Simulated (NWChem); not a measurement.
**Total energies of BF**

```
B
F 1 1.2635
```
Charge 0, spin multiplicity 1.

All runs are NWChem calculations. All single points use one geometry, from B3LYP/def2-SVP, a minimum by its harmonic frequencies.

Basis set: STO-3G (10 functions).

```csv
method,total energy (Ha)
RHF,-122.35611
MP2,-122.41815
B2PLYP,-122.72887
PBE,-122.73174
B3LYP,-122.86651
TPSS,-122.89863
CCSD(T),-122.44087
```

Total energies of different functionals aren't comparable as a measure of quality: only differences taken within one method are. 

The correlated methods keep 2 core orbitals frozen. B3LYP has NWChem's definition, with VWN1-RPA local correlation. The structure started from a generated list of species. Coupled-cluster values serve here as a point of comparison, not as the truth.
